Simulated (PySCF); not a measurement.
Compound: C6H5Cl2F (charge -1 and doublet state).
Cartesian coordinates in Å at the GFN2-xTB level; atoms count from 1:
```
atom  x, y, z in Å
C1    -1.8933   -0.0113   -0.0400
C2    -0.5180    0.2064    0.6293
C3     0.3653    1.1494   -0.1346
C4     1.5771    0.5342   -0.3712
Cl5    2.8751    1.2405   -1.2733
C6     1.6006   -0.7549    0.1711
Cl7    2.8972   -1.8851   -0.0143
C8     0.3154   -1.0473    0.6488
F9     0.0837   -1.9658    1.6780
H10   -1.7518   -0.3723   -1.0562
H11   -2.4717   -0.7477    0.5166
H12   -2.4532    0.9234   -0.0751
H13   -0.7277    0.5696    1.6589
H14    0.1006    2.1605   -0.3800
```

As a line formula: `C[C@@H]1[CH-][C](Cl)C(Cl)=C1F` [radical] (charge -1).

The calculation used UKS B3LYP, pcH-1 on C Cl F H, non-relativistic, mean-field spin-orbit, GIAO (PySCF 2.14.0). Whether the extra electron is bound in the gas phase wasn't checked; a finite basis holds it in any case. A GFN2-xTB geometry isn't a minimum of the functional, and hyperfine couplings can be far from their values at a DFT geometry, by a factor of two or more for some ions and for spin on atoms past the first row. Stability of the SCF solution: not tested.

Question: Match the computed a_iso(35Cl) values +11.9, +3.6 MHz with the sites Cl5; Cl7.

Answer: 
```tsv
site	a_iso (MHz)	ρ(0) (bohr⁻³)	position	distance from C8 (Å)	bound to	spin population there	largest |T| (MHz)
Cl5	+3.6	+0.0083	2 bonds from C3	3.93	C4	+0.02	4.4
Cl7	+11.9	+0.0273	2 bonds from C8	2.79	C6	+0.07	8.2
```

Question: The isotropic 1H couplings, averaged over equivalent nuclei, are +94.0, -12.2, -1.7 MHz. Assign them to H10/H11/H12; H13; H14.

Answer: 
```
       site  a_iso (MHz)  ρ(0) (bohr⁻³)         position  distance from C8 (Å)  bound to  spin population there  largest |T| (MHz)
H10/H11/H12         -1.7        -0.0004  3 bonds from C8                  3.01        C1                  +0.02                5.8
        H13        +94.0        +0.0210  2 bonds from C8                  2.17        C2                  -0.06                3.0
        H14        -12.2        -0.0027   1 bond from C3                  3.38        C3                  +0.33               13.4
```

ρ(0) is the spin density at the nucleus and T the dipolar tensor; a_iso includes a spin–orbit part; entries for several nuclei are means. Largest spin populations (Mulliken): C8 (+0.46), C3 (+0.33), H13 (+0.08) and C6 (+0.07). Main spin sites, with 60 % or more of the largest population: C3, C8; positions count bonds from the nearest.

The spin density at the nucleus, in bohr⁻³, is negative for C2 (-0.0153), C6 (-0.0036) and C4 (-0.0032), for instance. A restricted open-shell determinant has no negative spin density anywhere; here it arises because α and β orbitals differ (spin polarisation).

Class means assume fast exchange of nuclei equivalent by connectivity; if that motion is slow, each nucleus keeps its own coupling.

C4, the radical centre as drawn in `C[C@@H]1[CH-][C](Cl)C(Cl)=C1F`, holds a spin population of +0.02 out of 1.
